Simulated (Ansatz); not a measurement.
`S[SiH2]C1BC1` + HI → `IC1BC1` + `[SiH3]S`  (substitution at a C–Si bond)

Gas-phase electronic energies from Ansatz, PBE0-D4/def2-TZVP geometries. CCSD(T)/CBS adds triple-zeta CCSD(T) − MP2 to the extrapolated MP2 energy (def2 sets, frozen cores). Functionals use def2-TZVPP. Elements past krypton have def2 core potentials. For I outer-core shells are correlated without core-valence functions, which leaves a few kJ/mol of doubt a bond. One conformer a species, not always the lowest.

```
        level  ΔE (eV)
       PBE-D4     0.63
HF/def2-QZVPP     0.70
```

Q: What does CCSD(T)/CBS give? (An estimate is asked.)

A: The calculation gave: +0.63 eV. The listed levels differ from it by 0.00, 0.07 eV.

Largest T1 diagnostic among the species: 0.011.

From PBE to PBE0 (25 % exact exchange), in def2-TZVPP and without D4, ΔE moves by +0.06 eV. In def2-TZVPP, CCSD(T) changes the Hartree–Fock value by −0.05 eV (the triples alone add −0.03 eV) and MP2 by −0.08 eV.
